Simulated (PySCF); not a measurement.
This script is equivalent to a calculation on O²⁺ (oxygen, charge +2).

```python
from pyscf import gto, scf, dft, mp, cc
import basis_set_exchange as bse
mol = gto.M(atom="O 0 0 0", charge=2, spin=2, symmetry="D2h",
            basis=gto.basis.parse(bse.get_basis("aug-cc-pVQZ-DK", elements=["O"], fmt="nwchem")),
            nucmod="G")
mf = dft.UKS(mol, xc="PBE0").sfx2c1e()
mf.irrep_nelec = {'Ag': (2, 2), 'B1u': (1, 0), 'B2u': (1, 0)}
mf.kernel()
```

Task: What total energy does it give?

Result: -73.268 hartree (calculated).

Task: Which occupied shell lies highest, and where?

Result: 2p α, at -47.889 eV.

Task: What is ⟨S²⟩, and what would a pure spin state give?

Result: 2.002, against 2.00.
